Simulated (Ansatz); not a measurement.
System: C$_{4}$H$_{9}$N (charge 0, singlet). SMILES: NC1CCC1
Geometry: optimised at B3LYP-D3(BJ)/def2-TZVP (Ansatz, an electronic-structure program).

Quantity: enthalpy of formation at 298 K, in kcal/mol. Terms: 6-31G* and kin with 6d, 5d where marked; 6-311+G** with 5d; open shells spin-unrestricted; no dispersion term unless named; non-relativistic; frozen cores in correlated levels; no spin-orbit coupling; LANL2DZ all-electron up to Ne. CBS marks a two-point X^-3 extrapolation of the correlation energy; Hartree-Fock from the larger set. First-principles rows: single points at B3LYP-D3(BJ) geometries (Ansatz), with unscaled harmonic terms from B3LYP/6-31G* at its own minima, enthalpies of formation by atomisation with measured atoms.

Measured values: CRC Handbook, as tabulated in the package chemicals; they hold spin-orbit and core effects, anharmonicity and other conformers. For NC1CCC1 (enthalpy of formation at 298 K) the tabulated value and CCSD(T)/CBS(aug-cc-pVTZ,aug-cc-pVQZ) (Ansatz) part by 4.8 kcal/mol: another conformer or state, missing terms or a fault of the table's entry are possible. 

Value to compare with, the measured value: 9.8 kcal/mol.

```json
[
 {"level": "B3LYP/STO-3G", "program": "Ansatz", "enthalpy of formation at 298 K (kcal/mol)": "-202.7", "error": "-212.5"},
 {"level": "B3LYP/3-21G", "program": "Ansatz", "enthalpy of formation at 298 K (kcal/mol)": "44.4", "error": "34.6"},
 {"level": "B3LYP/LANL2DZ", "program": "Ansatz", "enthalpy of formation at 298 K (kcal/mol)": "60.0", "error": "50.2"},
 {"level": "B3LYP/6-31G", "program": "Ansatz", "enthalpy of formation at 298 K (kcal/mol)": "52.4", "error": "42.6"},
 {"level": "B3LYP/6-31G*", "program": "Ansatz", "enthalpy of formation at 298 K (kcal/mol)": "21.8", "error": "12.0"},
 {"level": "B3LYP/6-31+G*", "program": "Ansatz", "enthalpy of formation at 298 K (kcal/mol)": "29.7", "error": "19.9"},
 {"level": "B3LYP/6-31G**", "program": "Ansatz", "enthalpy of formation at 298 K (kcal/mol)": "11.4", "error": "1.6"},
 {"level": "B3LYP/def2-SVP", "program": "Ansatz", "enthalpy of formation at 298 K (kcal/mol)": "11.9", "error": "2.1"},
 {"level": "B3LYP/cc-pVDZ", "program": "Ansatz", "enthalpy of formation at 298 K (kcal/mol)": "38.3", "error": "28.5"},
 {"level": "B3LYP/6-311+G**", "program": "Ansatz", "enthalpy of formation at 298 K (kcal/mol)": "26.8", "error": "17.0"},
 {"level": "B3LYP/def2-TZVPD", "program": "Ansatz", "enthalpy of formation at 298 K (kcal/mol)": "21.4", "error": "11.6"},
 {"level": "CCSD(T)/CBS(aug-cc-pVTZ,aug-cc-pVQZ)", "program": "Ansatz", "enthalpy of formation at 298 K (kcal/mol)": "14.7", "error": "4.9"}
]
```

Among the 10 habitual levels, B3LYP/STO-3G lies farthest from the measured value (-212.5 kcal/mol); 9 of 10 lie above it, and their mean absolute error is 42.1 kcal/mol, the median 24.2. One case shows no general order.

The sets are all those run for this method; runs whose electronic state is in doubt are left out.
